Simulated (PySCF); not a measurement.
## Br⁺: excitation energy

Br⁺ [Ar] 3d10 4s2 4p4 (3P) → Br⁺ [Ar] 3d10 4s1 4p5, s spin flipped, as a difference of total energies. Computed with PySCF 2.14 in ANO-RCC-VTZP, with the spin-free X2C one-electron Hamiltonian (Gaussian nucleus). Correlated levels: valence: [Ar] 3d10 frozen; valence and next inner shell: [Ne] frozen. The calculations carry no spin-orbit coupling.

```tsv
method	excitation energy (eV)
UHF	17.342
LDA	13.848
PBE	13.955
PBE0	14.787
r2SCAN	14.673
B3LYP	14.524
HSE06	14.752
M06-L	14.523
wB97X-V	14.846
MP2 (valence)	15.402
SCS-MP2 (valence)	15.115
MP2 (valence and next inner shell)	15.379
SCS-MP2 (valence and next inner shell)	15.079
```

**Question.** How much does correlation contribute at MP2 (valence and next inner shell)?

**Answer.** 15.379 − (17.342) = -1.963 eV, measured against UHF.

The upper determinant mixes two multiplicities, so it lies between the two terms.
